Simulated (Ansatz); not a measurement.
A nudged elastic band was laid between two geometries of AsH₃In (5 atoms, charge 0, multiplicity 2).

These are results of UKS PBE/def2-SVPD (Ansatz 0.2.0), not measurements.

| Quantity | Value |
| --- | --- |
| movable images | 9 |
| climbing image | yes |
| spring | 5.0 eV/Å² |
| optimiser | quadratic models (default) |
| start path | IDPP |
| force threshold | 0.05 eV/Å |
| iteration limit | 60 |
| end points | relaxed |

Initial state:

```xyz
5
Properties=species:S:1:pos:R:3
As -0.119 -1.284 0.275
In 0.577 1.332 0.470
H -1.428 -1.060 1.055
H -0.807 -0.924 -1.062
H 1.777 1.937 -0.739
```

Final state:

```xyz
5
Properties=species:S:1:pos:R:3
As -0.106 -1.305 0.109
In 0.630 1.150 -0.784
H -0.926 -0.583 1.201
H -1.326 -1.353 -0.829
H 1.728 2.090 0.303
```

(1) What changes between the two ends?

(2) Give the energies along the band, and the barrier.

(3) What is the geometry of the highest image?

(4) What are the harmonic wavenumbers there?

Answers

(1) No bond is made or broken. The dihedral H4–As1–In2–H5 goes from -68 to 160°. The two ends are copies of one structure, up to a mirror image or an exchange of like atoms.

(2) The forces met the threshold. The highest image is number 5 of 0 to 10, 3.1 kJ/mol above the ends, which have the same energy within 2 meV. A vibrational analysis at the climbing image gives one clearly imaginary mode, 124i cm⁻¹: a first-order saddle point.

```json
{"image": "0", "path coordinate (Å)": "0.00", "energy (kJ/mol)": "0.0", "dihedral H4–As1–In2–H5 (°)": "-68"}
{"image": "1", "path coordinate (Å)": "0.22", "energy (kJ/mol)": "0.3", "dihedral H4–As1–In2–H5 (°)": "-81"}
{"image": "2", "path coordinate (Å)": "0.44", "energy (kJ/mol)": "1.1", "dihedral H4–As1–In2–H5 (°)": "-94"}
{"image": "3", "path coordinate (Å)": "0.66", "energy (kJ/mol)": "2.0", "dihedral H4–As1–In2–H5 (°)": "-108"}
{"image": "4", "path coordinate (Å)": "0.88", "energy (kJ/mol)": "2.8", "dihedral H4–As1–In2–H5 (°)": "-121"}
{"image": "5", "path coordinate (Å)": "1.09", "energy (kJ/mol)": "3.1", "dihedral H4–As1–In2–H5 (°)": "-134"}
{"image": "6", "path coordinate (Å)": "1.31", "energy (kJ/mol)": "2.8", "dihedral H4–As1–In2–H5 (°)": "-148"}
{"image": "7", "path coordinate (Å)": "1.53", "energy (kJ/mol)": "2.1", "dihedral H4–As1–In2–H5 (°)": "-161"}
{"image": "8", "path coordinate (Å)": "1.75", "energy (kJ/mol)": "1.1", "dihedral H4–As1–In2–H5 (°)": "-174"}
{"image": "9", "path coordinate (Å)": "1.97", "energy (kJ/mol)": "0.4", "dihedral H4–As1–In2–H5 (°)": "173"}
{"image": "10", "path coordinate (Å)": "2.18", "energy (kJ/mol)": "0.0", "dihedral H4–As1–In2–H5 (°)": "160"}
```

(3) 
```xyz
5
Properties=species:S:1:pos:R:3
As -0.072 -1.247 0.201
In 0.323 1.427 -0.230
H -1.133 -0.922 1.274
H -1.156 -1.268 -0.897
H 2.039 2.009 -0.348
```

(4) 124i, 167, 340, 483, 514, 941, 1458, 2104, 2122 cm⁻¹.

Run time: 76 s on 2 threads of Intel(R) Xeon(R) Platinum 8488C (Sapphire Rapids) (shared host), peak memory 0.19 GiB.
